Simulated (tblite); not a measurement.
A structure optimised at GFN2-xTB (Å):
```
F 
C   1  1.3837
C   2  1.4479  1  111.55
C   3  1.2109  2  176.35  1    -4.20
Si  4  1.8430  3  175.79  1  -166.34
Si  5  2.3050  4  108.75  1   -75.41
Si  5  2.3041  4  109.65  6   145.52
H   2  1.0977  1  106.51  3   121.37
H   2  1.0978  1  106.50  3  -120.98
H   6  1.4690  5  107.52  4   175.56
H   6  1.4674  5  110.61  4   -67.25
H   6  1.4679  5  117.57  4    55.63
H   7  1.4665  5  111.27  4    61.39
H   7  1.4696  5  107.25  4   178.86
H   7  1.4679  5  117.28  4   -61.59
```
Z-matrix in Å and degrees, rows numbered from 1.

Doublet state.

Q: Which heavy atoms are bonded, and with what formal order?

A: F1–C2 (single); C2–C3 (single); C3–C4 (triple); C4–Si5 (single); Si5–Si6 (single); Si5–Si7 (single). Hydrogens: H8, H9 on C2; H10, H11, H12 on Si6; H13, H14, H15 on Si7. The orders are those of one drawing; other resonance forms can be drawn.

Q: Write the SMILES.

A: `FCC#C[Si]([SiH3])[SiH3]`, C3H8FSi3.

Q: Classify the heavy atoms.

A: F1: fluorine bonded to C; C2: carbon bonded to C, F and 2 H; C3: carbon bonded to 2 C; C4: carbon bonded to C and Si; Si5: silicon bonded to C and 2 Si; Si6/Si7: silicon bonded to Si and 3 H.

Q: What is the arrangement about C3?

A: It has 2 neighbours (C2, C4) and is almost linear (angle 176.4°).

Q: What is the arrangement about Si5?

A: It has 3 neighbours (C4, Si6, Si7) and is pyramidal (angles 128.8°, 109.6° and 108.8°, sum 347.2°, 0.44 Å off the plane of its three neighbours).

These are computed values.
